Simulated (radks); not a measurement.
Neutral manganese inside a hard spherical wall (all orbitals vanish at R), configuration held at [Ar] 3d5 4s2 and not refilled when levels cross. All-electron calculation, scalar-relativistic Kohn-Sham, PBE, spin-polarised, spherical densities, finite nucleus; open shells are filled with parallel spins first; Fermi nuclear charge, rms radius 3.7057 fm. Program: a radial shooting solver on a logarithmic mesh with Libxc functionals. Eigenvalues in eV for spin up, with the zero of energy where the potential of the charges vanishes at infinity; a dash marks a level that is unbound or too diffuse for the functional's potential to be trusted. A positive occupied level is held by the wall or, in an anion where self-interaction has pushed it up, behind a barrier. The pressure on the wall is -dE/dV.

R (bohr)  E (hartree)  kinetic (hartree)    e(3s)    e(3p)   e(3d)   e(4s)  e(4p, empty)  e(5s, empty)  pressure (GPa)
free      -1158.49541           1171.291  -87.363  -56.071  -8.146  -5.508        -1.546             -               0
15        -1158.49541           1171.291  -87.363  -56.071  -8.146  -5.508        -1.543         0.263        < 0.0001
12        -1158.49536           1171.292  -87.357  -56.065  -8.140  -5.503        -1.522         0.736        0.000897
10        -1158.49494           1171.296  -87.321  -56.029  -8.104  -5.475        -1.439         1.601          0.0123
7         -1158.48253           1171.375  -86.802  -55.510  -7.602  -5.024        -0.573         6.448           0.673
6         -1158.45676           1171.506  -86.135  -54.844  -6.965  -4.363         0.511        11.152            2.78
3.5       -1157.74097           1174.091  -78.477  -47.315   0.354   7.097        15.832        62.484             195
2.5       -1155.07317           1182.656  -64.707  -33.754  15.029  40.021        54.126        166.75            2220
1.5       -1129.96290           1254.896    1.585   36.053  92.225  263.01        281.07        681.12           77700
